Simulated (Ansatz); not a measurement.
Computed with Ansatz.

A structure relaxed at PBE0-D4/def2-TZVP, charge 0, multiplicity 1:

Cartesian coordinates in Å:
```
C 1.341 -1.474 0.095
O 0.461 -0.396 -0.005
Ti -0.487 1.047 -0.024
F 0.046 2.184 -1.252
S -2.591 0.310 -0.504
Cl -0.436 2.030 1.947
H 2.187 -1.325 -0.581
H 1.705 -1.557 1.122
H 0.818 -2.393 -0.178
H -3.044 1.574 -0.620
```

**Question.** Give its formula and SMILES.

**Answer.** CH4ClFOSTi, `C[O][Ti]([F])([SH])[Cl]`.

**Question.** Summarise the bond lengths by kind.

**Answer.** 1 × C–O 1.395 Å; 3 × C–H 1.093 Å; 1 × O–Ti 1.727 Å; 1 × F–Ti 1.756 Å; 1 × S–Ti 2.281 Å; 1 × Cl–Ti 2.203 Å; 1 × H–S 1.348 Å.
